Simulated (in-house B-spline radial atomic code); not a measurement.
P+: [Ne] 3s2 3p2

Method: Dirac-Kohn-Sham BP86, spherical fractional occupations, Fermi nucleus of rms radius 3.1889 fm. Calculated with an all-electron radial atomic-structure program (B-spline basis).

Screening seen three ways: the hydrogenic charge with the same mean radius, Z_r = [3n² - l(l+1)]/(2<r>), the one with the same energy, Z_e = n√(-2ε), and Slater's rules. Values are occupation-weighted means over j.

| shell | electrons | ε (eV) | <r> (bohr) | Z_r | Z_e | Slater |
| --- | --- | --- | --- | --- | --- | --- |
| 1s | 2 | -2096.1 | 0.1036 | 14.48 | 12.41 | 14.70 |
| 2s | 2 | -184.78 | 0.5194 | 11.55 | 7.37 | 10.85 |
| 2p | 6 | -135.29 | 0.4849 | 10.31 | 6.31 | 10.85 |
| 3s | 2 | -23.39 | 1.819 | 7.42 | 3.93 | 5.15 |
| 3p | 2 | -14.31 | 2.132 | 5.86 | 3.08 | 5.15 |

The least bound orbital is 3p3/2 at -14.29 eV, and it is also the most diffuse (<r> = 2.134 bohr).

Spin-orbit splittings of the orbital energies (j = l + 1/2 above j = l - 1/2 when positive): 2p 0.919 eV, 3p 0.06616 eV.

For the 1s electron the small component carries 0.283 % of the norm, the zero-frequency Breit interaction raises the level by 1.411 eV, self-energy by 0.6123 eV, and vacuum polarisation lowers it by 0.03926 eV.
